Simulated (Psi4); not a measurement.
Al, charge -1, triplet (a gas-phase anion, which may not be bound at this level); CCSD(T)/aug-cc-pVDZ run with Psi4 1.11.

Input for Psi4:
```
memory 2 GB

molecule {
-1 3
  Al    0.00000000    0.00000000    0.00000000
}

set basis aug-cc-pvdz
set reference uhf
set freeze_core true
set mp2_type conv
set scf_type pk
set puream true
set d_convergence 1e-8

energy('ccsd(t)')
print_variables()
```

Problem. Predict the main parts of the log of this Psi4 run.

Solution. 
```
   => Loading Basis Set <=

    Name: AUG-CC-PVDZ
    Role: ORBITAL
    Keyword: BASIS

         ---------------------------------------------------------
                                   SCF
               by Justin Turney, Rob Parrish, Andy Simmonett
                          and Daniel G. A. Smith
                              UHF Reference
         ---------------------------------------------------------

  ==> Geometry <==

    Molecular point group: d2h
    Geometry (in Angstrom), charge = -1, multiplicity = 3:

       Center              X                  Y                   Z               Mass
    ------------   -----------------  -----------------  -----------------  -----------------
         AL           0.000000000000     0.000000000000     0.000000000000    26.981538530000

  Running in d2h symmetry.

  Rotational constants: A = ************  B = ************  C = ************ [cm^-1]
  Rotational constants: A = ************  B = ************  C = ************ [MHz]
  Nuclear repulsion =    0.000000000000000

  Charge       = -1
  Multiplicity = 3
  Electrons    = 14
  Nalpha       = 8
  Nbeta        = 6

  ==> Algorithm <==

  SCF Algorithm Type is PK.
  DIIS enabled.
  MOM disabled.
  Fractional occupation disabled.
  Guess Type is CORE.
  Energy threshold   = 1.00e-08
  Density threshold  = 1.00e-08
  Integral threshold = 1.00e-12

  ==> Primary Basis <==

  Basis Set: AUG-CC-PVDZ
    Blend: AUG-CC-PVDZ
    Number of shells: 11
    Number of basis functions: 27
    Number of Cartesian functions: 29
    Spherical Harmonics?: true
    Max angular momentum: 2

  ==> Integral Setup <==

  Using in-core PK algorithm.
   Calculation information:
      Number of atoms:                   1
      Number of AO shells:              11
      Number of primitives:             53
      Number of atomic orbitals:        29
      Number of basis functions:        27

      Integral cutoff                 1.00e-12
      Number of threads:                 1

  Performing in-core PK
  Using 143262 doubles for integral storage.
  We computed 2211 shell quartets total.
  Whereas there are 2211 unique shell quartets.

  ==> DiskJK: Disk-Based J/K Matrices <==

    J tasked:                  Yes
    K tasked:                  Yes
    wK tasked:                  No
    Schwarz Cutoff:          1E-12

  Minimum eigenvalue in the overlap matrix is 4.3336883501E-02.
  Reciprocal condition number of the overlap matrix is 1.8212186856E-02.
    Using symmetric orthogonalization.

  ==> Pre-Iterations <==

  SCF Guess: Core (One-Electron) Hamiltonian.

   -------------------------------------------------------
    Irrep   Nso     Nmo     Nalpha   Nbeta   Ndocc  Nsocc
   -------------------------------------------------------
     Ag         9       9       3       3       3       0
     B1g        2       2       0       0       0       0
     B2g        2       2       0       0       0       0
     B3g        2       2       0       0       0       0
     Au         0       0       0       0       0       0
     B1u        4       4       2       1       1       1
     B2u        4       4       2       1       1       1
     B3u        4       4       1       1       1       0
   -------------------------------------------------------
    Total      27      27       8       6       6       2
   -------------------------------------------------------

  ==> Iterations <==

                        Total Energy        Delta E     RMS |[F,P]|

    Occupation by irrep:
             Ag   B1g   B2g   B3g    Au   B1u   B2u   B3u
    DOCC [     2,    0,    0,    0,    0,    1,    1,    2 ]
    SOCC [     1,    0,    0,    0,    0,    1,    0,    0 ]
    NA   [     3,    0,    0,    0,    0,    2,    1,    2 ]
    NB   [     2,    0,    0,    0,    0,    1,    1,    2 ]

   @UHF iter   1:  -240.67409174483799   -2.40674e+02   8.29475e-02 ADIIS/DIIS
    Occupation by irrep:
             Ag   B1g   B2g   B3g    Au   B1u   B2u   B3u
    DOCC [     3,    0,    0,    0,    0,    1,    1,    1 ]
    SOCC [     0,    0,    0,    0,    0,    1,    1,    0 ]
    NA   [     3,    0,    0,    0,    0,    2,    2,    1 ]
    NB   [     3,    0,    0,    0,    0,    1,    1,    1 ]

   @UHF iter   2:  -241.28456511439279   -6.10473e-01   1.63425e-02 ADIIS/DIIS
   @UHF iter   3:  -241.74319104491022   -4.58626e-01   2.10204e-02 ADIIS/DIIS
   @UHF iter   4:  -241.83923701019751   -9.60460e-02   1.00608e-02 ADIIS/DIIS
   @UHF iter   5:  -241.87094365232545   -3.17066e-02   2.46968e-03 ADIIS/DIIS
   @UHF iter   6:  -241.87427408984570   -3.33044e-03   7.77964e-04 ADIIS/DIIS
   @UHF iter   7:  -241.87483196144623   -5.57872e-04   2.39923e-04 ADIIS/DIIS
   @UHF iter   8:  -241.87488761977795   -5.56583e-05   1.17791e-04 ADIIS/DIIS
   @UHF iter   9:  -241.87490982823130   -2.22085e-05   6.25626e-05 DIIS
   @UHF iter  10:  -241.87491981420050   -9.98597e-06   1.99604e-05 DIIS
   @UHF iter  11:  -241.87492072187007   -9.07670e-07   2.07730e-06 DIIS
   @UHF iter  12:  -241.87492072604769   -4.17762e-09   7.53305e-07 DIIS
   @UHF iter  13:  -241.87492072639532   -3.47626e-10   1.39518e-07 DIIS
   @UHF iter  14:  -241.87492072642101   -2.56932e-11   2.53092e-08 DIIS
   @UHF iter  15:  -241.87492072642124   -2.27374e-13   2.47872e-09 DIIS
  Energy and wave function converged.

  ==> Post-Iterations <==

   @Spin Contamination Metric:   1.670428780E-02
   @S^2 Expected:                2.000000000E+00
   @S^2 Observed:                2.016704288E+00
   @S   Expected:                1.000000000E+00
   @S   Observed:                1.000000000E+00

    Orbital Energies [Eh]
    ---------------------

    Alpha Occupied:

[...]
    Alpha Virtual:

[...]
       9Ag     0.689386

    Beta Occupied:

[...]
    Beta Virtual:

[...]
    Final Occupation by Irrep:
             Ag   B1g   B2g   B3g    Au   B1u   B2u   B3u
    DOCC [     3,    0,    0,    0,    0,    1,    1,    1 ]
[...]
  @UHF Final Energy:  -241.87492072642124
    Total Energy =                       -241.8749207264212373
[...]
    R_Convergence   =     1.0e-07
    E_Convergence   =     1.0e-06
    Restart         =     Yes
    DIIS            =     Yes
    AO Basis        =     NONE
    ABCD            =     NEW
    Cache Level     =     2
    Cache Type      =     LRU
    Print Level     =     1
    Num. of threads =     1
    # Amps to Print =     10
    Print MP2 Amps? =     No
    Analyze T2 Amps =     No
    Print Pair Ener =     No
    Local CC        =     No
    SCS-MP2         =     False
    SCSN-MP2        =     False
    SCS-CCSD        =     False

MP2 correlation energy -0.0417595499786359
                Solving CC Amplitude Equations
                ------------------------------
  Iter             Energy              RMS        T1Diag      D1Diag    New D1Diag    D2Diag
  ----     ---------------------    ---------   ----------  ----------  ----------   --------
     0        -0.041759549978636    0.000e+00    0.000000    0.000000    0.000000    0.000000
     1        -0.053514014805064    6.822e-02    0.009963    0.000000    0.000000    0.000000
     2        -0.058797022834317    2.738e-02    0.018867    0.000000    0.000000    0.000000
     3        -0.059127541040388    7.513e-03    0.021622    0.000000    0.000000    0.000000
     4        -0.059300275088345    2.135e-03    0.022087    0.000000    0.000000    0.000000
     5        -0.059238110403666    4.694e-04    0.022024    0.000000    0.000000    0.000000
     6        -0.059259851461156    1.470e-04    0.022065    0.000000    0.000000    0.000000
     7        -0.059255505995878    3.793e-05    0.022065    0.000000    0.000000    0.000000
     8        -0.059256398359026    1.256e-05    0.022069    0.000000    0.000000    0.000000
     9        -0.059256441712950    4.934e-06    0.022070    0.000000    0.000000    0.000000
    10        -0.059256497396193    1.535e-06    0.022070    0.000000    0.000000    0.000000
    11        -0.059256492387664    3.636e-07    0.022070    0.000000    0.000000    0.000000
    12        -0.059256492034055    1.420e-07    0.022070    0.000000    0.000000    0.000000
    13        -0.059256492180367    5.651e-08    0.022070    0.000000    0.000000    0.000000

    Iterations converged.

    Largest TIA Amplitudes:
              0   2        -0.0265479588
              0   0         0.0217732949
              0   5         0.0159433766
              0   3        -0.0130720104
              1  13        -0.0109521265
              2  15        -0.0109521253
              1  12         0.0012401888
              2  14         0.0012401742

    Largest Tia Amplitudes:
              0   0         0.0081886520
              0   3        -0.0048235865
              0   1         0.0032568680
              0   4         0.0006856032

    Largest TIJAB Amplitudes:
      2   1  14  12        -0.0750589662
      2   1  10   1        -0.0578067618
      2   1  15  12         0.0315826304
      2   1  14  13         0.0315826288
      2   1   8   6         0.0277267934
      1   0  12   0        -0.0267061451
      2   0  14   0        -0.0267061429
      2   1  15  13        -0.0225707683
      2   0  17   6         0.0218458160
      1   0  17   8         0.0218458158

    Largest TIjAb Amplitudes:
      0   0  17  19         0.0980106702
      2   0   6  19         0.0509288411
      1   0   8  19         0.0509288395
      2   0  10  13        -0.0499172135
      1   0   1  13        -0.0499172130
      2   0   1  16         0.0499172124
      1   0  10  16        -0.0499172119
      0   0  18  19        -0.0455226353
      0   0  17  20        -0.0453569809
      0   0  16  19        -0.0421235247

    SCF energy       (wfn)                    = -241.874920726421237
    Reference energy (file100)                = -241.874920726421294

    Opposite-spin MP2 correlation energy      =   -0.033112464280733
    Same-spin MP2 correlation energy          =   -0.008647085697903
    Singles MP2 correlation energy            =   -0.000000000000000
    MP2 correlation energy                    =   -0.041759549978636
      * MP2 total energy                      = -241.916680276399944

    Opposite-spin CCSD correlation energy     =   -0.048580668618523
    Same-spin CCSD correlation energy         =   -0.010675823561844
    Singles CCSD correlation energy           =    0.000000000000000
    CCSD correlation energy                   =   -0.059256492180367
      * CCSD total energy                     = -241.934177218601661

            **************************
            *                        *
            *        CCTRIPLES       *
            *                        *
            **************************

    Wave function   =    CCSD_T
    Reference wfn   =      UHF

    Nuclear Rep. energy (wfn)                =    0.000000000000000
    SCF energy          (wfn)                = -241.874920726421237
    Reference energy    (file100)            = -241.874920726421294
    CCSD energy         (file100)            =   -0.059256492180367
    Total CCSD energy   (file100)            = -241.934177218601661

    Number of ijk index combinations:
    Spin Case AAA:                                   1
    Spin Case BBB:                                   0
    Spin Case AAB:                                   3
    Spin Case ABB:                                   0
    AAA (T) energy                             =   -0.000114556890035
    BBB (T) energy                             =    0.000000000000000
    AAB (T) energy                             =   -0.001789175580347
    ABB (T) energy                             =    0.000000000000000
    (T) energy                                   =   -0.001903732470382
      * CCSD(T) total energy                     = -241.936080951072057

  Variable Map:
  ----------------------------------------------------------------------------
[...]
  Array Variable Map:
  ----------------------------------------------------------------------------
[...]
[...]
```
